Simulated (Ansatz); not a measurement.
`[GaH2][O]/C=C/Br` at its PBE0-D4/def2-TZVP geometry, where that method's forces vanish. Charge 0, multiplicity 1.

```xyz
9

Ga   -0.6174    0.0089   -1.8533
O    -1.1545   -0.1606   -0.1354
C    -0.4235    0.1251    0.9482
C     0.8519   -0.2133    1.1193
Br    1.7843    0.2204    2.6905
H     0.7472    0.7270   -2.0600
H    -1.6571   -0.5962   -2.8329
H    -0.9669    0.6499    1.7317
H     1.4361   -0.7612    0.3919
```

Question: What forces (eV/Å) does PBE-D4/def2-TZVPP give on these atoms in Ansatz? (Best estimate.)

Answer: Ansatz gave: 
```
Ga1  0.122  0.034 -0.397
O2  -0.504 -0.172 -0.103
C3  -0.192  0.192  0.215
C4   0.383 -0.115  0.016
Br5  0.190  0.067  0.281
H6   0.085  0.052  0.009
H7  -0.072 -0.045 -0.030
H8  -0.139  0.115  0.175
H9   0.127 -0.128 -0.165
```
